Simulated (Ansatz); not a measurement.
BClFH₂NSi, SMILES `F[Si]1(Cl)BN1`. The species carries charge 0 and has multiplicity 1.

```xyz
7

F     0.353   -1.689   -1.395
Si    0.520   -0.292   -0.656
Cl    1.186    0.978   -2.102
B     0.220    0.058    1.183
N    -0.829    0.230    0.269
H     0.343    0.189    2.356
H    -1.793    0.528    0.345
```

**Question.** What are the harmonic wavenumbers in cm⁻¹ at PBE0-D4/def2-TZVP (Ansatz, finite differences of forces, unscaled)? (An estimate is asked.)

**Answer.** Ansatz gave: 199, 215, 267, 290, 495, 606, 698, 751, 869, 873, 956, 1097, 1305, 2714, 3566.

**Question.** Is this a minimum?

**Answer.** Yes, all 15 modes are real.

**Question.** Give the ideal-gas thermochemistry at 298.15 K and 1 bar (rigid rotor, harmonic oscillator; point group C1, symmetry number 1).

**Answer.** Zero-point energy 89.1 kJ/mol; H(298) − E = 106.4 kJ/mol; entropy 319.4 J/(mol·K), of which translation 167.4, rotation 112.6, vibration 39.4; G(298) − E = 11.1 kJ/mol.
